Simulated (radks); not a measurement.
Results of a calculation; reference values are marked as such.
Spherical quantum dot in the effective-mass picture: electrons in a hard-walled sphere of radius 4.71, with a point charge +1 (a donor) at the centre, all in effective atomic units (hartree* = m*/eps^2 hartree, bohr* = eps/m* bohr), one dielectric constant everywhere. Level of theory: non-relativistic Kohn-Sham, LDA (Slater exchange, Perdew-Wang correlation), spin-polarised, spherical densities (a radial shooting solver with Libxc functionals). Levels are named by radial order and angular momentum (1s, 1p, 1d, 2s, ...), and open shells are averaged over m.

N = 33, configuration 1s2 1p6 1d10 2s(up 1, down 0) 1f14. This is the lowest configuration that the search found. Occupied and some empty levels:

| level | occupation | eigenvalue (hartree*) | <r> (bohr*) |
|---|---|---|---|
| 1s up | 1 | 8.5621 | 3.300 |
| 1s down | 1 | 8.5695 | 3.350 |
| 1p up | 3 | 8.6701 | 3.448 |
| 1p down | 3 | 8.6728 | 3.455 |
| 1d up | 5 | 8.8536 | 3.527 |
| 1d down | 5 | 8.8552 | 3.529 |
| 1f up | 7 | 9.1103 | 3.593 |
| 1f down | 7 | 9.1115 | 3.594 |
| 2s up | 1 | 9.1409 | 1.561 |
| 2s down | 0 | 9.2778 | 1.674 |
| 1g up | 0 | 9.4357 | 3.651 |
| 1g down | 0 | 9.4368 | 3.651 |
| 2p up | 0 | 9.7754 | 2.328 |
| 2p down | 0 | 9.8192 | 2.382 |
| 2d up | 0 | 10.270 | 2.645 |
| 2d down | 0 | 10.291 | 2.668 |

Energy (hartree*): total 154.041, kinetic 33.193, external -10.402, Hartree 144.40, exchange-correlation -13.148.

Electron density:

| r (bohr*) | n(r) (e/bohr*^3) |
|---|---|
| 0.141 | 0.2761 |
| 0.375 | 0.1724 |
| 0.610 | 0.1081 |
| 0.844 | 0.06866 |
| 1.08 | 0.04473 |
| 1.31 | 0.03095 |
| 1.55 | 0.02419 |
| 1.78 | 0.02297 |
| 2.01 | 0.02682 |
| 2.25 | 0.03594 |
| 2.48 | 0.05076 |
| 2.72 | 0.07127 |
| 2.95 | 0.09615 |
| 3.18 | 0.1217 |
| 3.42 | 0.1409 |
| 3.65 | 0.1446 |
| 3.89 | 0.1252 |
| 4.12 | 0.08403 |
| 4.35 | 0.03605 |
| 4.59 | 0.004462 |
